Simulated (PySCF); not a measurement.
## Energy of Hg (mercury, neutral) between two integer charges

The 6s beta orbital of [Xe] 4f14 5d10 6s2 is emptied in steps (occupation f), with all orbitals relaxed, ending at [Xe] 4f14 5d10 6s1. Computed with PySCF 2.14 in aug-cc-pVDZ-PP with ECP60MDF (5s5p4d2f, 54 functions), with a scalar-relativistic core potential. The exact energy is a straight line in f; departures are measured from the line between the end points of the same method.

```json
{"f": "1", "UHF (eV)": "0.000", "LDA (eV)": "0.000", "PBE (eV)": "0.000", "PBE0 (eV)": "0.000", "r2SCAN (eV)": "0.000", "LC-wPBE (eV)": "0.000", "BHandHLYP (eV)": "0.000", "wB97X (eV)": "0.000", "B3LYP (eV)": "0.000", "TPSS (eV)": "0.000"}
{"f": "0.9", "UHF (eV)": "0.031", "LDA (eV)": "-0.337", "PBE (eV)": "-0.331", "PBE0 (eV)": "-0.237", "r2SCAN (eV)": "-0.301", "LC-wPBE (eV)": "-0.010", "BHandHLYP (eV)": "-0.157", "wB97X (eV)": "-0.050", "B3LYP (eV)": "-0.264", "TPSS (eV)": "-0.320"}
{"f": "0.7", "UHF (eV)": "0.069", "LDA (eV)": "-0.789", "PBE (eV)": "-0.776", "PBE0 (eV)": "-0.556", "r2SCAN (eV)": "-0.705", "LC-wPBE (eV)": "-0.024", "BHandHLYP (eV)": "-0.368", "wB97X (eV)": "-0.119", "B3LYP (eV)": "-0.620", "TPSS (eV)": "-0.751"}
{"f": "0.5", "UHF (eV)": "0.080", "LDA (eV)": "-0.942", "PBE (eV)": "-0.928", "PBE0 (eV)": "-0.663", "r2SCAN (eV)": "-0.839", "LC-wPBE (eV)": "-0.030", "BHandHLYP (eV)": "-0.441", "wB97X (eV)": "-0.143", "B3LYP (eV)": "-0.742", "TPSS (eV)": "-0.900"}
{"f": "0.3", "UHF (eV)": "0.065", "LDA (eV)": "-0.794", "PBE (eV)": "-0.782", "PBE0 (eV)": "-0.559", "r2SCAN (eV)": "-0.706", "LC-wPBE (eV)": "-0.026", "BHandHLYP (eV)": "-0.374", "wB97X (eV)": "-0.119", "B3LYP (eV)": "-0.626", "TPSS (eV)": "-0.760"}
{"f": "0.1", "UHF (eV)": "0.027", "LDA (eV)": "-0.341", "PBE (eV)": "-0.336", "PBE0 (eV)": "-0.240", "r2SCAN (eV)": "-0.303", "LC-wPBE (eV)": "-0.012", "BHandHLYP (eV)": "-0.162", "wB97X (eV)": "-0.048", "B3LYP (eV)": "-0.270", "TPSS (eV)": "-0.328"}
{"f": "0", "UHF (eV)": "0.000", "LDA (eV)": "0.000", "PBE (eV)": "0.000", "PBE0 (eV)": "0.000", "r2SCAN (eV)": "0.000", "LC-wPBE (eV)": "0.000", "BHandHLYP (eV)": "0.000", "wB97X (eV)": "0.000", "B3LYP (eV)": "0.000", "TPSS (eV)": "0.000"}
```

Task: For PBE, how does the orbital energy at f = 1 compare with the removal energy?

Result: −ε = 6.848 eV against a total-energy difference of 10.514 eV. By Janak's theorem ε = ∂E/∂f, so the gap between them reflects the curvature. Along the path −ε is 7.565 (f = 0.9), 9.018 (f = 0.7), 10.494 (f = 0.5), 11.989 (f = 0.3), 13.499 (f = 0.1) eV.

| method | E(f=0) − E(f=1) (eV) | −ε at f=1 (eV) | −ε at f=0.5 (eV) |
| --- | --- | --- | --- |
| UHF | 8.541 | 8.891 | 8.528 |
| LDA | 10.931 | 7.197 | 10.916 |
| PBE | 10.514 | 6.848 | 10.494 |
| PBE0 | 10.216 | 7.584 | 10.207 |
| r2SCAN | 10.416 | 7.080 | 10.414 |
| LC-wPBE | 9.908 | 9.795 | 9.902 |
| BHandHLYP | 9.981 | 8.246 | 9.964 |
| wB97X | 10.193 | 9.638 | 10.193 |
| B3LYP | 10.469 | 7.538 | 10.451 |
| TPSS | 10.343 | 6.794 | 10.316 |

Reference removal energy between the ground levels: 10.438 eV (measured; NIST Atomic Spectra Database, ionization energies). UHF lacks correlation.
